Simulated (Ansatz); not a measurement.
`NB(Cl)Br` + NH₃ → `NB(N)Br` + HCl  (ligand exchange at a B–Cl bond)

Computed with Ansatz on PBE0-D4/def2-TZVP structures; ΔE is electronic, products minus reactants. CCSD(T)/CBS adds triple-zeta CCSD(T) − MP2 to the extrapolated MP2 energy (def2 sets, frozen cores). This one scheme is used for every species. DFT in def2-TZVPP. B3LYP here is the variant with VWN-RPA as its local correlation; programs differ in this. For Br outer-core shells are correlated without core-valence functions, which leaves a few kJ/mol of doubt a bond. Scalar relativity is left out up to krypton. Each species was taken in one conformer, which may not be the lowest.

`NB(Cl)Br`:

Z-matrix (Å, degrees):
```
N
B 1 1.382
H 1 1.005 2 122.5
H 1 1.006 2 122.2 3 -180.0
Cl 2 1.757 1 120.6 3 -180.0
Br 2 1.926 1 119.8 3 -0.0
```

NH₃:

```xyz
4

N    -0.071   -0.222   -0.158
H    -0.032   -0.458    0.826
H     0.838    0.143   -0.412
H    -0.734    0.537   -0.255
```

`NB(N)Br`:

```xyz
8

N     0.557   -1.092    0.353
B    -0.348   -0.056    0.084
N    -0.013    1.180   -0.485
Br   -2.226   -0.360    0.539
H     0.267   -1.960    0.762
H     1.540   -1.033    0.156
H    -0.700    1.890   -0.657
H     0.922    1.431   -0.752
```

HCl:

```xyz
2

Cl   -0.342   -0.402    0.361
H     0.342    0.402   -0.361
```

(1) Is it downhill or uphill in electronic energy at CCSD(T)/CBS, and by how much? (Best estimate.)

(2) What do these levels give: PBE-D4, r2SCAN, B3LYP, CCSD(T)/def2-SVP, MP2/def2-TZVPP, SCS-MP2/def2-QZVPP? (An estimate is asked.)

Largest T1 diagnostic among the species: 0.009.

## Answers

(1) Ansatz gave: Downhill: ΔE = -2.5 kcal/mol.

(2) The calculation gave: PBE-D4 -1.7, r2SCAN -2.3, B3LYP -3.4, CCSD(T)/def2-SVP -2.5, MP2/def2-TZVPP -1.9, SCS-MP2/def2-QZVPP -2.3 kcal/mol.

From PBE to PBE0 (25 % exact exchange), in def2-TZVPP and without D4, ΔE moves by −0.9 kcal/mol. In def2-TZVPP, CCSD(T) changes the Hartree–Fock value by +2.2 kcal/mol (the triples alone add +0.6 kcal/mol) and MP2 by +3.0 kcal/mol.
